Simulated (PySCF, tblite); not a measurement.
Compound: C₈H₄O.
Numbering: `[CH:1]#[C:2][c:3]1[cH:4][cH:5][o:6][c:7]1[C:8]#[CH:9]` (hydrogens: H10 on C1; H11 on C4; H12 on C5; H13 on C9)

Computed geometry: GFN2-xTB, gas phase.

Question: List the bond lengths and angles at this level.

Answer: 
```json
{"bond": "C1≡C2", "length (bohr)": "2.269"}
{"bond": "C2–C3", "length (bohr)": "2.653"}
{"bond": "C3–C4", "length (bohr)": "2.689"}
{"bond": "C4–C5", "length (bohr)": "2.569"}
{"bond": "C5–O6", "length (bohr)": "2.535"}
{"bond": "O6–C7", "length (bohr)": "2.557"}
{"bond": "C7–C8", "length (bohr)": "2.649"}
{"bond": "C8≡C9", "length (bohr)": "2.271"}
{"bond": "C3–C7", "length (bohr)": "2.616"}
{"bond": "C1–H10", "length (bohr)": "1.981"}
{"bond": "C4–H11", "length (bohr)": "2.023"}
{"bond": "C5–H12", "length (bohr)": "2.026"}
{"bond": "C9–H13", "length (bohr)": "1.981"}
```

A selection of angles:
```json
{"angle": "C2–C1–H10", "degrees": "179.3"}
{"angle": "C1–C2–C3", "degrees": "178.4"}
{"angle": "C2–C3–C4", "degrees": "127.2"}
{"angle": "C2–C3–C7", "degrees": "127.2"}
{"angle": "C4–C3–C7", "degrees": "105.6"}
{"angle": "C3–C4–C5", "degrees": "106.0"}
{"angle": "C3–C4–H11", "degrees": "126.4"}
{"angle": "C5–C4–H11", "degrees": "127.7"}
{"angle": "C4–C5–O6", "degrees": "111.3"}
{"angle": "C4–C5–H12", "degrees": "131.7"}
{"angle": "O6–C5–H12", "degrees": "117.0"}
{"angle": "C5–O6–C7", "degrees": "107.2"}
{"angle": "O6–C7–C8", "degrees": "120.5"}
{"angle": "C3–C7–O6", "degrees": "109.9"}
{"angle": "C3–C7–C8", "degrees": "129.6"}
{"angle": "C7–C8–C9", "degrees": "179.8"}
{"angle": "C8–C9–H13", "degrees": "179.5"}
```

The C–C distances run from 1.201 Å (C1≡C2, drawn triple) to 1.423 Å (C3–C4, aromatic), a spread of 0.222 Å. The 5-membered ring C3–C4–C5–O6–C7 has internal angles of 105.6° to 111.3°; it is planar, 0.00 Å rms from its mean plane, widest ring torsion 0°. O6 (furan-type oxygen) is bent (angle 107.2°). The 9 heavy atoms lie in one plane (0.001 Å rms).

Point group: Cs (every atom within 0.08 Å of its image). Its GFN2-xTB frequencies are all real (lowest 89 cm⁻¹).
